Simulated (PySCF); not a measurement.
**C₅H₉ClO: calculation and literature**

Molfile (atoms numbered from 1):
```
C5H9ClO
     RDKit          3D

 16 15  0  0  0  0  0  0  0  0999 V2000
   -2.4027   -0.3088    0.1777 C   0  0  0  0  0  0  0  0  0  0  0  0
   -1.0387    0.1478    0.6810 C   0  0  0  0  0  0  0  0  0  0  0  0
    0.0590   -0.1434   -0.3394 C   0  0  0  0  0  0  0  0  0  0  0  0
    1.4298    0.3129    0.1601 C   0  0  0  0  0  0  0  0  0  0  0  0
    2.5008    0.0298   -0.8358 C   0  0  0  0  0  0  0  0  0  0  0  0
    2.4138   -0.4760   -1.9009 O   0  0  0  0  0  0  0  0  0  0  0  0
    4.0950    0.5644   -0.2474 Cl  0  0  0  0  0  0  0  0  0  0  0  0
   -3.1731   -0.0961    0.9146 H   0  0  0  0  0  0  0  0  0  0  0  0
   -2.3991   -1.3789   -0.0164 H   0  0  0  0  0  0  0  0  0  0  0  0
   -2.6601    0.2055   -0.7454 H   0  0  0  0  0  0  0  0  0  0  0  0
   -0.8080   -0.3626    1.6190 H   0  0  0  0  0  0  0  0  0  0  0  0
   -1.0680    1.2205    0.8856 H   0  0  0  0  0  0  0  0  0  0  0  0
    0.0922   -1.2141   -0.5484 H   0  0  0  0  0  0  0  0  0  0  0  0
   -0.1678    0.3657   -1.2778 H   0  0  0  0  0  0  0  0  0  0  0  0
    1.6892   -0.1906    1.0949 H   0  0  0  0  0  0  0  0  0  0  0  0
    1.4299    1.3862    0.3674 H   0  0  0  0  0  0  0  0  0  0  0  0
  1  2  1  0
  2  3  1  0
  3  4  1  0
  4  5  1  0
  5  6  2  0
  5  7  1  0
  1  8  1  0
  1  9  1  0
  1 10  1  0
  2 11  1  0
  2 12  1  0
  3 13  1  0
  3 14  1  0
  4 15  1  0
  4 16  1  0
M  END
```

The experiment to reproduce: δ ¹H H15/H16 2.88; H13/H14 1.67; H11/H12 1.40; H8/H9/H10 0.93 ppm (measured; solution, not stated per compound (mostly CDCl3 or CCl4); Pretsch, Buehlmann, Badertscher, Structure Determination of Organic Compounds, 4th ed. (2009)).
δ ¹⁷O O6 504.8 ppm (measured; liquid, neat, 295 K; 17O NMR survey of organic solvents and oxofluorinated compounds, PMC5915748).

- σ from GIAO-PBE0/pcSseg-1
- geometry: GFN2-xTB
- code: PySCF 2.14
- no solvent, one conformer, non-relativistic Hamiltonian, rapidly exchanging positions averaged

Problem. How close does the calculation come?

Solution. 
Reference values: measured (solution, not stated per compound (mostly CDCl3 or CCl4); Pretsch, Buehlmann, Badertscher, Structure Determination of Organic Compounds, 4th ed. (2009)).
```json
{"atoms": "H15/H16", "quantity": "δ ¹H", "reference": "2.88", "computed": "2.85", "computed, scaled": "2.78"}
{"atoms": "H13/H14", "quantity": "δ ¹H", "reference": "1.67", "computed": "1.50", "computed, scaled": "1.50"}
{"atoms": "H11/H12", "quantity": "δ ¹H", "reference": "1.40", "computed": "1.17", "computed, scaled": "1.19"}
{"atoms": "H8/H9/H10", "quantity": "δ ¹H", "reference": "0.93", "computed": "1.09", "computed, scaled": "1.11"}
```

Reference values: measured (liquid, neat, 295 K; 17O NMR survey of organic solvents and oxofluorinated compounds, PMC5915748).
```
atoms                 quantity  reference  computed  computed, scaled
   O6  δ ¹⁷O vs D2O (external)      504.8         –             498.7
```

Computed shifts are σ(ref) − σ with the named reference compound (TMS for H and C) calculated as an isolated molecule at the same level. The measured values may be among those fitted. Shieldings were converted by linear fits to measured shifts (mostly CDCl3, TMS scale, for H and C): ¹H: δ = 30.01 − 0.943σ (rms 0.17 ppm, 504 shifts, 0.18 ppm with the 4 outliers that the fit left out); ¹⁷O: δ = 266.70 − 0.911σ (rms 10.7 ppm, 155 shifts, 12.2 ppm with the 3 outliers that the fit left out vs liquid water, solution or neat liquid). A few per cent of atoms miss by over 2 rms, more outside the fitted compound classes.

Problem. How far are the unscaled ¹H shifts from the references?

Solution. Mean signed difference -0.07 ppm, mean absolute 0.15 ppm over 4 comparisons; the largest is -0.23 ppm at H11/H12 (hydrogen on an sp3 CH2).
